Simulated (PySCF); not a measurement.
SMILES C[SiH](C)[NH][Al]([OH])[OH] (C2H10AlNO2Si), GFN2-xTB optimised geometry.

```
17

Si    -0.38     1.73     0.10
C     -1.97     2.74     0.34
C      0.81     1.96     1.57
N     -0.82     0.06     0.00
Al     0.15    -1.46     0.00
O     -0.72    -2.86    -0.01
O      1.80    -1.46     0.00
H      0.30     2.18    -1.14
H     -2.51     2.43     1.24
H     -1.75     3.79     0.44
H     -2.64     2.62    -0.50
H      0.29     1.90     2.52
H      1.56     1.17     1.56
H      1.33     2.91     1.53
H     -1.81    -0.11    -0.14
H     -0.86    -3.79    -0.01
H      2.64    -1.03    -0.03
```

Density from PySCF with B3LYP/def2-SVP at that geometry.

Minimum of the electron density along straight lines between bonded atoms, close to the bond critical point (lines longer than 1.1 times the sum of covalent radii, or with two minima, are not listed):

```csv
bond,length / Å,ρ at the minimum / e bohr⁻³,∇²ρ there / e bohr⁻⁵,position (fraction from the first atom)
Si1–C2,1.902,0.111,0.32,0.38
Si1–C3,1.901,0.111,0.32,0.38
Si1–N4,1.736,0.119,0.70,0.40
N4–Al5,1.805,0.091,0.61,0.59
Al5–O6,1.646,0.105,1.05,0.43
Al5–O7,1.650,0.105,1.05,0.43
Si1–H8,1.480,0.114,0.32,0.48
C2–H9,1.086,0.272,-0.97,0.62
C2–H10,1.085,0.273,-0.97,0.62
C2–H11,1.085,0.272,-0.97,0.62
C3–H12,1.086,0.272,-0.97,0.62
C3–H13,1.086,0.272,-0.96,0.62
C3–H14,1.086,0.272,-0.97,0.62
N4–H15,1.009,0.327,-1.46,0.76
O6–H16,0.945,0.361,-2.54,0.82
O7–H17,0.945,0.361,-2.54,0.82
```
